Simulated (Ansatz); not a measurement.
A nudged elastic band was laid between two geometries of CH₆AlBS (10 atoms, charge 0, multiplicity 1).

Level of theory: RKS PBE-D4/def2-SVP in Ansatz 0.2.0.

```
movable images  : 9
climbing image  : yes
spring          : 5.0 eV/Å²
optimiser       : quadratic models (default)
start path      : through a guess of the saddle point
force threshold : 0.05 eV/Å
iteration limit : 60
end points      : relaxed
```

First end point:

```xyz
10
Properties=species:S:1:pos:R:3
C -0.884 1.365 -0.290
B 0.087 0.125 -0.344
Al 0.386 -1.337 1.197
S 1.029 -0.095 -1.859
H -0.601 2.019 0.566
H -0.926 1.994 -1.204
H -1.917 1.028 -0.049
H 1.549 -2.434 0.963
H -0.467 -1.447 2.558
H 1.744 -1.216 -1.537
```

Last end point:

```xyz
10
Properties=species:S:1:pos:R:3
C -1.009 1.192 -0.367
B -0.346 -0.236 -0.118
Al 0.723 -0.795 1.619
S 1.571 -0.350 -0.697
H -1.968 1.272 0.185
H -0.380 2.054 -0.063
H -1.241 1.318 -1.447
H -0.939 -1.264 -0.430
H 1.946 -1.529 2.380
H 1.643 -1.662 -1.062
```

Q: What changes between the two ends?

A: Bonds broken: Al3–H8. Bonds formed: B2–H8, Al3–S4.

Q: What energy profile does the band end with?

A: The run converged. The highest image is number 4 of 0 to 10, 0.89 eV above the first end and 0.83 eV above the last; the last end lies 0.06 eV above the first. The profile has 2 maxima (images 4, 8) with wells between them (image 6): this band takes more than one step, which may be the mechanism or a detour left from its start path. A vibrational analysis at the climbing image gives one clearly imaginary mode, 622i cm⁻¹: a first-order saddle point. The orbitals stay closed-shell, which can raise the energy where a bond breaks towards radicals; this wasn't checked here.

```
image  path coordinate (Å)  energy (eV)  Al3–H8 (Å)  B2–H8 (Å)  Al3–S4 (Å)
    0                 0.00         0.00        1.62       3.22        3.36
    1                 1.55         0.01        1.61       3.26        3.37
    2                 3.10         0.02        1.61       3.25        3.42
    3                 4.64         0.11        1.61       3.07        3.47
    4                 6.19         0.89        1.71       1.81        3.41
    5                 7.38         0.34        2.03       1.27        3.36
    6                 8.57         0.10        2.07       1.26        2.55
    7                 9.76         0.11        2.18       1.25        2.48
    8                10.95         0.13        2.09       1.26        2.47
    9                12.14         0.07        2.19       1.25        2.48
   10                13.33         0.06        2.68       1.23        2.51
```

Q: What is the geometry of the highest image?

A: 
```xyz
10
Properties=species:S:1:pos:R:3:forces:R:3
C -0.850 1.151 -0.316 -0.01 0.00 0.00
B 0.326 0.091 -0.144 0.01 0.00 0.01
Al 0.296 -1.170 1.432 0.00 0.00 0.00
S 1.524 -0.019 -1.534 0.00 0.00 -0.01
H -0.436 2.162 -0.113 0.00 0.00 0.00
H -1.249 1.166 -1.354 0.00 0.00 0.00
H -1.713 1.007 0.366 0.00 0.00 0.00
H -0.594 -1.456 0.004 0.00 0.00 0.00
H 0.142 -2.257 2.590 0.00 0.00 0.00
H 2.554 -0.674 -0.931 0.00 0.00 0.00
```

The run took 3.7 min on 2 threads of Intel(R) Xeon(R) Platinum 8488C (Sapphire Rapids), on a shared host, peak memory 0.16 GiB.
